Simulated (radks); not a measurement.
Zn III, configuration [Ar] 3d10.

Calculated with a radial shooting solver on a logarithmic mesh with Libxc functionals: scalar-relativistic Kohn-Sham, BLYP, spin-unpolarised, spherical densities, finite nucleus; Fermi nuclear charge, rms radius 3.9283 fm.

Energy parts (eV):
| part | energy |
|---|---|
| total | -48853.519 |
| kinetic | 49633.814 |
| electron-nucleus | -117129.306 |
| Hartree | 20585.777 |
| exchange-correlation | -1943.804 |

Orbitals (lengths in bohr, moments of r in powers of bohr; r(max) is where P^2 peaks):
\begin{tabular}{lrrrrr}
orbital & occ. & eigenvalue (eV) & <r^4> & <r> & r(max) \\ \hline
1s & 2 & -9549.494 & 0.00002982 & 0.05031 & 0.03291 \\
2s & 2 & -1179.177 & 0.006329 & 0.2262 & 0.1893 \\
2p & 6 & -1025.169 & 0.004688 & 0.1982 & 0.1520 \\
3s & 2 & -149.9549 & 0.4711 & 0.6816 & 0.5881 \\
3p & 6 & -104.2374 & 0.6432 & 0.7138 & 0.5922 \\
3d & 10 & -30.8875 & 2.824 & 0.8824 & 0.5657 \\
\end{tabular}

The highest occupied level is 3d at -30.888 eV. The electron density at the nucleus is 2.533e+04 e/bohr^3 (large components only). For comparison, the ionisation energy in NIST's Atomic Spectra Database is 39.723 eV (measured). In exact Kohn-Sham theory the highest level is minus the ionisation energy, but local and semilocal functionals leave it too shallow, through self-interaction and a potential that decays too fast; potentials with the right tail come closer.
